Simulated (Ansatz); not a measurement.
Isolated molecules relaxed with PBE0-D4/def2-TZVP in Ansatz; ΔE leaves out vibrations. CCSD(T)/CBS adds triple-zeta CCSD(T) − MP2 to the extrapolated MP2 energy (def2 sets, frozen cores). DFT in def2-TZVPP. For Se outer-core shells are correlated without core-valence functions, which leaves a few kJ/mol of doubt a bond. Scalar relativity is left out up to krypton. One conformer a species, not always the lowest.

Consider the ligand exchange at the Si–C bond: `NC([SiH3])[SeH]` + `CC(N)N` → `CC(N)N[SiH3]` + `NC[SeH]`.

CCSD(T)/CBS gives -55.9 kJ/mol.

Task: Another level gave -60.0 kJ/mol. Which?
A. PBE0/def2-TZVPP
B. PBE/def2-TZVPP
C. CCSD/def2-TZVPP
D. HF/def2-TZVPP

Result: C. CCSD/def2-TZVPP -60.0, PBE -51.2, HF/def2-TZVPP -73.3, PBE0 -55.4 kJ/mol.

Largest T1 diagnostic among the species: 0.010.

In def2-TZVPP, CCSD(T) changes the Hartree–Fock value by +16.0 kJ/mol (the triples alone add +2.7 kJ/mol) and MP2 by +15.0 kJ/mol. From PBE to PBE0 (25 % exact exchange), in def2-TZVPP and without D4, ΔE moves by −4.2 kJ/mol.
